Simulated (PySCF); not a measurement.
# Correlation energy of Cr¹²⁺ (chromium, charge +12)

[Ne] 3s2, closed-shell 1S. Calculation: PySCF 2.14, in an uncontracted even-tempered set (17 s from 0.81 bohr⁻², ratio 2.5; 11 p from 1.1 bohr⁻², ratio 2.5; 5 d from 4.4 bohr⁻², ratio 2.7; 4 f from 6.6 bohr⁻², ratio 2.7); the non-relativistic Hamiltonian (point nucleus). Frozen: 1s2; 10 electrons correlated; the 18 highest virtual orbitals of each spin left out.

```json
{"level": "CCSD", "correlation energy (mhartree)": "-408.59"}
{"level": "(T)", "correlation energy (mhartree)": "-2.36"}
{"level": "CCSD(T)", "correlation energy (mhartree)": "-410.95"}
```

Diagnostics: T1 = 0.0013, D1 = 0.0039, largest double amplitude 0.094.

Cost of the coupled-cluster step: of the order of 3 core-seconds, for 10 correlated electrons.

Iterations:

```
CC2 = 0
CCSD nocc = 5, nmo = 84
frozen orbitals [0, 85, 86, 87, 88, 89, 90, 91, 92, 93, 94, 95, 96, 97, 98, 99, 100, 101, 102]
max_cycle = 100
direct = 0
conv_tol = 1e-08
conv_tol_normt = 1e-06
diis_space = 8
diis_start_cycle = 0
Init t2, MP2 energy = -984.461986311199  E_corr(MP2) -0.386909842031845
Init E_corr(CCSD) = -0.3869098420319
cycle = 1  E_corr(CCSD) = -0.401224973957441  dE = -0.0143151319  norm(t1,t2) = 0.0328737
cycle = 2  E_corr(CCSD) = -0.405957570397394  dE = -0.00473259644  norm(t1,t2) = 0.0123495
cycle = 3  E_corr(CCSD) = -0.408596287119275  dE = -0.00263871672  norm(t1,t2) = 0.00469908
cycle = 4  E_corr(CCSD) = -0.408593106035799  dE = 3.18108348e-06  norm(t1,t2) = 8.16182e-05
cycle = 5  E_corr(CCSD) = -0.408593921827104  dE = -8.15791306e-07  norm(t1,t2) = 1.7845e-06
cycle = 6  E_corr(CCSD) = -0.408594027154639  dE = -1.05327534e-07  norm(t1,t2) = 1.35847e-07
cycle = 7  E_corr(CCSD) = -0.408594022621617  dE = 4.53302174e-09  norm(t1,t2) = 1.19451e-08
CCSD converged
E(CCSD) = -984.483670491789  E_corr = -0.4085940226216168
CCSD(T) correction = -0.00236463699063033
```
